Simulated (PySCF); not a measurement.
5-phenyl-1,3-thiazole (C9H7NS), SMILES c1(ccccc1)-c1cncs1. Coordinates come from a PBE0-D3(BJ)/def2-SVP optimisation. One conformer was computed; it need not be the lowest.

Computed equilibrium geometry at PBE0-D3(BJ)/def2-SVP (PySCF confirms it by a frequency run) as bond lengths and angles (one conformer of several):
Atoms: C1 C2 C3 C4 C5 C6 N7 C8 S9 C10 C11 H12 H13 H14 H15 H16 H17 H18. Bond lengths (Å): C1–C2 1.395, C1–C11 1.394, C1–H12 1.092, C2–C3 1.391, C2–H13 1.093, C3–C4 1.404, C3–H14 1.092, C4–C5 1.463, C4–C10 1.404, C5–C6 1.378, C5–S9 1.733, C6–N7 1.361, C6–H15 1.091, N7–C8 1.297, C8–S9 1.729, C8–H16 1.093, C10–C11 1.391, C10–H17 1.093, C11–H18 1.092. Bond angles (°): C2–C1–C11 119.5, C2–C1–H12 120.2, C11–C1–H12 120.3, C1–C2–C3 120.4, C1–C2–H13 120.1, C3–C2–H13 119.6, C2–C3–C4 120.7, C2–C3–H14 119.7, C4–C3–H14 119.6, C3–C4–C5 120.2, C3–C4–C10 118.4, C5–C4–C10 121.4, C4–C5–C6 129.1, C4–C5–S9 122.6, C6–C5–S9 108.3, C5–C6–N7 116.5, C5–C6–H15 124.0, N7–C6–H15 119.6, C6–N7–C8 110.8, N7–C8–S9 115.1, N7–C8–H16 124.4, S9–C8–H16 120.5, C5–S9–C8 89.4, C4–C10–C11 120.8, C4–C10–H17 119.5, C11–C10–H17 119.7, C1–C11–C10 120.3, C1–C11–H18 120.1, C10–C11–H18 119.6.
Charge 0, spin multiplicity 1.
